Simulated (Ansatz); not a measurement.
Consider the substitution at a C–O bond: `BOCO[SiH3]` + H–F → `BOCF` + silanol.

Gas-phase electronic energies from Ansatz, PBE0-D4/def2-TZVP geometries. CCSD(T)/CBS adds triple-zeta CCSD(T) − MP2 to the extrapolated MP2 energy (def2 sets, frozen cores). This one scheme is used for every species. Each species was taken in one conformer, which may not be the lowest.

`BOCO[SiH3]`:

Z-matrix (Å, degrees):
```
C
O 1 1.412
O 1 1.381 2 110.5
H 1 1.096 2 106.6 3 120.7
H 1 1.094 2 110.0 3 -119.4
B 2 1.345 1 121.7 3 107.8
Si 3 1.657 1 123.5 2 58.5
H 6 1.201 2 119.9 1 2.5
H 6 1.195 2 116.9 1 -178.1
H 7 1.483 3 111.9 1 -79.4
H 7 1.481 3 105.5 1 161.2
H 7 1.488 3 109.4 1 42.0
```

H–F:

Cartesian coordinates in Å:
```
F -0.342 -0.244 0.187
H 0.342 0.244 -0.187
```

`BOCF`:

Z-matrix (Å, degrees):
```
C
O 1 1.389
F 1 1.363 2 108.8
H 1 1.095 2 111.1 3 119.0
H 1 1.092 2 108.4 3 -117.3
B 2 1.350 1 121.3 3 -102.0
H 6 1.201 2 119.7 1 -2.8
H 6 1.193 2 116.8 1 178.0
```

`O[SiH3]`:

Z-matrix (Å, degrees):
```
Si
O 1 1.648
H 1 1.489 2 111.7
H 1 1.489 2 111.7 3 120.9
H 1 1.481 2 105.9 3 -119.6
H 2 0.957 1 117.9 3 -60.5
```

| species | CCSD/CBS(def2) energy (Eh) |
| --- | --- |
| `BOCO[SiH3]` | -506.49917 |
| H–F | -100.38944 |
| `BOCF` | -240.20916 |
| `O[SiH3]` | -366.67836 |

Question: Work out ΔE.

Answer: ΔE = (-240.20916) + (-366.67836) − (-506.49917) − (-100.38944) = 0.00109 Eh = +0.7 kcal/mol. CCSD(T)/CBS gives +1.2 kcal/mol.

Largest T1 diagnostic among the species: 0.013.

In def2-TZVPP, CCSD(T) changes the Hartree–Fock value by +3.9 kcal/mol (the triples alone add +0.5 kcal/mol) and MP2 by +4.8 kcal/mol. The D4 term adds +2.3 kcal/mol with B3LYP and +1.3 kcal/mol with PBE0; it sums over pairs of atoms, weighted by their polarisabilities, and B3LYP, whose exchange is more repulsive, gets the larger term.

B3LYP here is the variant with VWN-RPA as its local correlation; programs differ in this.
